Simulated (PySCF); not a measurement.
## Orbital picture of RbCl⁺

UHF at R = 3.430 Å; PySCF, scalar-relativistic core potentials, basis sets Rb def2-SVP with ECP28, Cl def2-SVP. State: ²Π (doublet), unpaired electrons π ↑. Only the outer orbitals are listed, counted within each symmetry, core potentials removing the inner ones.

```json
{"spin": "α", "orbital": "4σ", "occ.": "1", "ε (eV)": "-48.12", "on Rb (%)": "100", "main shells (%)": "100 Rb s"}
{"spin": "α", "orbital": "5σ", "occ.": "1", "ε (eV)": "-34.96", "on Rb (%)": "0", "main shells (%)": "100 Cl s"}
{"spin": "α", "orbital": "2π", "occ.": "1", "ε (eV)": "-27.25", "on Rb (%)": "100", "main shells (%)": "100 Rb p"}
{"spin": "α", "orbital": "2π", "occ.": "1", "ε (eV)": "-27.24", "on Rb (%)": "100", "main shells (%)": "100 Rb p"}
{"spin": "α", "orbital": "6σ", "occ.": "1", "ε (eV)": "-27.23", "on Rb (%)": "100", "main shells (%)": "100 Rb p"}
{"spin": "α", "orbital": "3π", "occ.": "1", "ε (eV)": "-19.78", "on Rb (%)": "0", "main shells (%)": "100 Cl p"}
{"spin": "α", "orbital": "7σ", "occ.": "1", "ε (eV)": "-17.93", "on Rb (%)": "2", "main shells (%)": "98 Cl p"}
{"spin": "α", "orbital": "3π", "occ.": "1", "ε (eV)": "-17.76", "on Rb (%)": "1", "main shells (%)": "99 Cl p"}
{"spin": "α", "orbital": "8σ", "occ.": "0", "ε (eV)": "-3.53", "on Rb (%)": "100", "main shells (%)": "97 Rb s"}
{"spin": "α", "orbital": "4π", "occ.": "0", "ε (eV)": "-2.34", "on Rb (%)": "100", "main shells (%)": "100 Rb p"}
{"spin": "α", "orbital": "4π", "occ.": "0", "ε (eV)": "-2.30", "on Rb (%)": "100", "main shells (%)": "99 Rb p"}
{"spin": "β", "orbital": "4σ", "occ.": "1", "ε (eV)": "-48.13", "on Rb (%)": "100", "main shells (%)": "100 Rb s"}
{"spin": "β", "orbital": "5σ", "occ.": "1", "ε (eV)": "-31.68", "on Rb (%)": "1", "main shells (%)": "99 Cl s"}
{"spin": "β", "orbital": "2π", "occ.": "1", "ε (eV)": "-27.25", "on Rb (%)": "100", "main shells (%)": "100 Rb p"}
{"spin": "β", "orbital": "2π", "occ.": "1", "ε (eV)": "-27.24", "on Rb (%)": "100", "main shells (%)": "100 Rb p"}
{"spin": "β", "orbital": "6σ", "occ.": "1", "ε (eV)": "-27.22", "on Rb (%)": "100", "main shells (%)": "100 Rb p"}
{"spin": "β", "orbital": "7σ", "occ.": "1", "ε (eV)": "-17.27", "on Rb (%)": "2", "main shells (%)": "98 Cl p"}
{"spin": "β", "orbital": "3π", "occ.": "1", "ε (eV)": "-17.10", "on Rb (%)": "1", "main shells (%)": "99 Cl p"}
{"spin": "β", "orbital": "3π", "occ.": "0", "ε (eV)": "-5.11", "on Rb (%)": "12", "main shells (%)": "88 Cl p"}
{"spin": "β", "orbital": "8σ", "occ.": "0", "ε (eV)": "-3.52", "on Rb (%)": "100", "main shells (%)": "97 Rb s"}
{"spin": "β", "orbital": "4π", "occ.": "0", "ε (eV)": "-2.30", "on Rb (%)": "100", "main shells (%)": "99 Rb p"}
```

Which are the highest filled and the lowest empty level, where do they sit, and how wide is the gap?

Highest filled β 3π at -17.10 eV (in %: 99 Cl p); lowest empty β 3π at -5.11 eV (in %: 88 Cl p); the gap at UHF is 11.99 eV. Both belong to one degenerate shell, split only by its one-sided filling, so this is no excitation gap.

The bond order (Mayer) is 0.11, the ⟨S²⟩ is 0.756 and the charge on Rb (Mulliken, basis-dependent) is 0.94. The charge on Rb (Löwdin, basis-dependent) is 0.83. The dipole moment (positive dipole points towards Cl; it is taken about the centre of mass and depends on that origin) is -4.08 D and the polarisability along the bond is 18.2 bohr³. The polarisability across the bond is 14.8 bohr³.

Spin–orbit coupling is left out. The state was picked by a PBE0 search and need not be the measured ground state.
